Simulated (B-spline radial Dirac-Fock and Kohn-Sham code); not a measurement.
X-ray form factors of tantalum in several charge states

The computed values come from a radial atomic solver: Dirac-Fock densities.

Configurations: Ta³⁵⁺ [Kr] 4d2; Ta³⁶⁺ [Kr] 4d1; Ta³⁸⁺ [Ar] 3d10 4s2 4p5; Ta³⁹⁺ [Ar] 3d10 4s2 4p4; Ta⁴¹⁺ [Ar] 3d10 4s2 4p2; Ta⁴²⁺ [Ar] 3d10 4s2 4p1. The first column is f₀ of Ta³⁵⁺, the others are differences from it.

```tsv
s (Å⁻¹)	Ta³⁵⁺	Δ Ta³⁶⁺	Δ Ta³⁸⁺	Δ Ta³⁹⁺	Δ Ta⁴¹⁺	Δ Ta⁴²⁺
0	38.000	-1.000	-3.000	-4.000	-6.000	-7.000
0.1	37.789	-0.983	-2.950	-3.934	-5.903	-6.889
0.2	37.168	-0.932	-2.803	-3.741	-5.621	-6.563
0.3	36.173	-0.854	-2.573	-3.438	-5.176	-6.049
0.4	34.862	-0.753	-2.277	-3.048	-4.602	-5.386
0.5	33.304	-0.637	-1.939	-2.600	-3.941	-4.621
0.7	29.760	-0.398	-1.228	-1.657	-2.540	-2.994
0.9	26.126	-0.193	-0.608	-0.828	-1.295	-1.541
1.1	22.825	-0.054	-0.178	-0.247	-0.406	-0.496
1.4	18.873	+0.030	+0.095	+0.130	+0.192	+0.219
```
